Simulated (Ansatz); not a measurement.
`CC(F)CBr`, relaxed with RKS PBE0-D4/def2-TZVP in Ansatz 0.2.0 from a PBE-D4/def2-SVP geometry. The force threshold is 0.005 eV/Å; the program also tests the step.

Charge 0, multiplicity 1.

Start:

```xyz
11

C     1.208   -0.571    0.253
C     0.146    0.519    0.175
F     0.585    1.516   -0.692
C    -1.181   -0.024   -0.329
Br   -2.587    1.338   -0.348
H     0.928   -1.349    0.989
H     2.174   -0.127    0.565
H     1.352   -1.052   -0.736
H    -0.003    0.986    1.176
H    -1.542   -0.847    0.316
H    -1.081   -0.388   -1.369
```

Q: How much energy does the relaxation release, and in how many steps? (An estimate is asked.)

A: Ansatz gave: 0.99 kcal/mol, in 5 steps.

Q: Which bonds change most? (Best estimate.)

A: The calculation gave: C4–Br5 from 1.958 to 1.938 Å; C2–H9 from 1.114 to 1.095 Å; C4–H11 from 1.107 to 1.089 Å; C4–H10 from 1.106 to 1.088 Å.

Q: Give the relaxed structure. (Estimate.)

A: Ansatz gave: 
```xyz
11

C     1.195   -0.568    0.258
C     0.146    0.516    0.171
F     0.594    1.497   -0.697
C    -1.166   -0.025   -0.336
Br   -2.576    1.304   -0.302
H     0.909   -1.323    0.994
H     2.148   -0.134    0.562
H     1.329   -1.055   -0.711
H     0.001    0.995    1.145
H    -1.506   -0.851    0.286
H    -1.072   -0.355   -1.370
```
